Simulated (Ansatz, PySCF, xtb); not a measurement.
Complex: HF (SMILES F) (first 2 atoms) with H4OSi (SMILES O[SiH3]); geometry from B3LYP-D3(BJ)/def2-TZVP, rigid monomers moved along the line of their centres of mass till H2···O3 is 1.53 Å.
(charge 0, multiplicity 1):
```xyz
8

F      1.011    -1.028     0.190
H      0.841    -0.834     1.096
O      0.574    -0.534     2.572
Si    -0.629     0.489     3.119
H      1.127    -0.991     3.211
H     -1.600    -0.259     3.948
H     -1.265     1.013     1.899
H     -0.043     1.581     3.927
```

Monomers are frozen at their geometry in the pair; levels with a basis set take the counterpoise correction. Rows marked so take none.

Rows in 3-21G, 6-31G* carry no dispersion term and start afresh at each structure (6-31G* with six Cartesian d functions). MP2/6-31G* freezes PySCF's default core.

The values were computed with Ansatz (Gaussian basis) for Hartree–Fock, density functionals and correlated methods; PySCF for 3-21G rows, 6-31G* rows, the dispersion terms; xtb for the GFN methods. 

Task: One of these levels gives -223.2 meV for the interaction energy. Name it.
A) MP2/6-31G*
B) GFN2-xTB
C) B3LYP/3-21G (no counterpoise)
D) B3LYP-D3(BJ)/def2-TZVPPD

Result: A, MP2/6-31G*. The others give -405.5 (GFN2-xTB), -698.4 (B3LYP/3-21G (no counterpoise)), -355.0 (B3LYP-D3(BJ)/def2-TZVPPD)

Ansatz is a first-principles code.
